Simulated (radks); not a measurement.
S, configuration [Ne] 3s2 3p3 7d1 (not the ground configuration). Method: scalar-relativistic Kohn-Sham, r2SCAN, spin-polarised, spherical densities, finite nucleus; open shells are filled with parallel spins first; meta-GGA in the generalised Kohn-Sham scheme; Fermi nuclear charge, rms radius 3.2611 fm; computed with a radial shooting solver on a logarithmic mesh with Libxc functionals.

Unscreened Slater integrals over Kohn-Sham orbitals (hartree). They are taken over the spin-up orbitals.

\begin{tabular}{lr}
integral & value \\ \hline
F0(7d,7d) & 0.016415 \\
F2(7d,7d) & 0.0085559 \\
F4(7d,7d) & 0.0061098 \\
F0(7d,3p) & 0.026301 \\
F2(7d,3p) & 0.0015629 \\
G1(7d,3p) & 0.0014872 \\
G3(7d,3p) & 0.00092735 \\
F0(7d,3s) & 0.026431 \\
G2(7d,3s) & 0.0011796 \\
F0(7d,2p) & 0.026907 \\
F2(7d,2p) & 0.00041301 \\
G1(7d,2p) & 0.00021310 \\
G3(7d,2p) & 0.00011896 \\
F0(3p,3p) & 0.48429 \\
F2(3p,3p) & 0.24634 \\
F0(3p,3s) & 0.51419 \\
G1(3p,3s) & 0.34201 \\
F0(3p,2p) & 0.65787 \\
F2(3p,2p) & 0.10686 \\
G0(3p,2p) & 0.042488 \\
G2(3p,2p) & 0.041964 \\
F0(3s,3s) & 0.55055 \\
F0(3s,2p) & 0.73025 \\
G1(3s,2p) & 0.051707 \\
F0(2p,2p) & 2.0795 \\
F2(2p,2p) & 0.96267 \\
\end{tabular}

Derived for the open shells (J is the average intra-shell exchange parameter used in DFT+U). 3p: J = F2/5 = 0.04927 hartree. 7d: Racah B = F2/49 - 5 F4/441 = 0.0001053 hartree, C = 35 F4/441 = 0.0004849 hartree, C/B = 4.60, F4/F2 = 0.714, J = (F2 + F4)/14 = 0.001048 hartree.
